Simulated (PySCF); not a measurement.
**Sulfur: a sound run and one with changed settings**

Sound run: S⁺ [Ne] 3s2 3p3, S²⁺ [Ne] 3s2 3p2. All numbers are calculated (PySCF 2.14, scalar relativity by spin-free X2C-1e, in aug-cc-pVDZ-DK). The sound run starts from symmetry-adapted Hartree-Fock orbitals and uses a fine grid where one is needed.

Changed run: initial guess sap, at most 3 SCF cycles. This setting is unsound on purpose.

| species | method | sound run (hartree) | changed run (hartree) | converged |
| --- | --- | --- | --- | --- |
| S⁺ | UHF | -398.24026 | -398.24025 | no |
| S⁺ | M06-2X | -398.80065 | -398.80065 | no |
| S⁺ | r2SCAN | -398.78548 | -398.78548 | no |
| S²⁺ | UHF | -397.40529 | -397.40528 | no |
| S²⁺ | M06-2X | -397.95039 | -397.95039 | no |
| S²⁺ | r2SCAN | -397.92104 | -397.92103 | no |

The SCF was stopped early; the energies are upper bounds that still move, and correlated levels were skipped or rest on poor orbitals.
